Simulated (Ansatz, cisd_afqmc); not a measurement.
System: O, charge 1, quartet.

Total energies in aug-cc-pVDZ, 5 correlated electrons, 1 frozen orbitals. Radicals and triplets start from unrestricted determinants; spin-orbit coupling is neglected. Cores are frozen in correlated methods. No relativity. AFQMC/CISD: phaseless, guided by CISD from CCSD amplitudes; bars are statistical, one sigma. Outlying blocks are dropped, and bars are widened where a walk drifts. Over all cases where full CI ran beside it in this data, AFQMC minus full CI had a median of +0.1 mEh and passed +0.4 mEh in a tenth of the cases. Full CI freezes restricted core orbitals and the other rows unrestricted ones, which leaves a small offset even where coupled cluster is exact.

```json
[
 {"method": "HF", "program": "Ansatz", "energy (Eh)": "-74.35350", "error against FCI (mEh)": "88.95"},
 {"method": "MP2", "program": "Ansatz", "energy (Eh)": "-74.42572", "error against FCI (mEh)": "16.72"},
 {"method": "CCSD", "program": "Ansatz", "energy (Eh)": "-74.44170", "error against FCI (mEh)": "0.75"},
 {"method": "CCSD(T)", "program": "Ansatz", "energy (Eh)": "-74.44248", "error against FCI (mEh)": "-0.03"},
 {"method": "CCSDT(Q)", "program": "Ansatz", "energy (Eh)": "-74.44262", "error against FCI (mEh)": "-0.17"},
 {"method": "CCSDTQ", "program": "Ansatz", "energy (Eh)": "-74.44262", "error against FCI (mEh)": "-0.17"},
 {"method": "AFQMC/CISD", "program": "cisd_afqmc", "energy (Eh)": "-74.4426 ± 0.0001", "error against FCI (mEh)": "-0.2 ± 0.1"},
 {"method": "FCI", "program": "Ansatz", "energy (Eh)": "-74.44245", "error against FCI (mEh)": "0.00"}
]
```

Ansatz is a first-principles code.
